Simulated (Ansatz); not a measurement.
Mulliken charges of `[NH]=[Nb]([NH2])([F])[Cl]` from ωB97M-V/def2-TZVPP in Ansatz (PBE0-D4/def2-TZVP geometry).

| atom | x (Å) | y (Å) | z (Å) | charge (e) |
| --- | --- | --- | --- | --- |
| N1 | -0.954 | 1.179 | 0.669 | -0.594 |
| Nb2 | -0.234 | 0.182 | -0.555 | 1.392 |
| N3 | 0.838 | -1.070 | 0.483 | -0.498 |
| F4 | -1.553 | -0.725 | -1.538 | -0.402 |
| Cl5 | 1.118 | 1.459 | -1.934 | -0.321 |
| H6 | -1.445 | 1.812 | 1.282 | 0.137 |
| H7 | 0.937 | -1.091 | 1.486 | 0.152 |
| H8 | 1.386 | -1.803 | 0.051 | 0.134 |

Task: By hand: the dipole of these point charges (1 e Å = 4.8032 D).

Result: Σ q r = (0.219, -0.250, 0.237) e Å, of length 0.408 e Å = 1.96 D.

Task: How does the dipole of the full density compare? (Best estimate.)

Result: The calculation gave: (0.152, -0.253, 0.505) e Å, 2.81 D; the point charges give 0.70 times that, at 25° from its direction.

Point charges leave out the atoms' own dipoles, such as those of lone pairs, and Mulliken's split depends on the basis, so the two needn't agree.
